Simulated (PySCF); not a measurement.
C2H3Cl2FSi, SMILES C=C[Si](F)(Cl)Cl.

Geometry optimised at PBE0-D3(BJ)/def2-SVP. The values are those of a single conformer.

Level of theory: r2SCAN/def2-TZVP (PySCF).

Symmetry labels are those of the subgroup Cs that the program uses (full group Cs).

### Question
List the valence orbital energies around the gap with their symmetry. (An estimate is asked for; the answer gives what the named calculation found.)

### Answer

| orbital | symmetry | energy (eV) |
|---|---|---|
| HOMO−7 | A' | -10.60 |
| HOMO−6 | A" | -10.29 |
| HOMO−5 | A' | -9.46 |
| HOMO−4 | A' | -9.03 |
| HOMO−3 | A" | -8.72 |
| HOMO−2 | A" | -8.37 |
| HOMO−1 | A' | -8.36 |
| HOMO | A" | -7.74 |
| LUMO | A" | -2.04 |
| LUMO+1 | A' | -0.08 |
| LUMO+2 | A' | 0.13 |
| LUMO+3 | A' | 1.69 |
